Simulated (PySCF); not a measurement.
Vertical excitations of a molecule C2H7NOSi from TDDFT-LC-ωPBE/def2-SVPD run with PySCF, as energy in eV (oscillator strength): 4.24 (0.000), 6.98 (0.056), 7.23 (0.051), 7.70 (0.363), 7.92 (0.033), 8.15 (0.010), 8.29 (0.018), 8.48 (0.026), 8.61 (0.048), 8.62 (0.093). Lowest triplet (TDA): 3.61 eV. Geometry optimised at PBE-D3(BJ)/def2-SVP. One conformer was computed; it need not be the lowest.

Question: Which structure fits?
(A) OC/C=N/[SiH3]
(B) N[SiH]1COC1
(C) C/N=C/O[SiH3]
(D) C/C=N/[SiH2]O

Answer: A, OC/C=N/[SiH3]
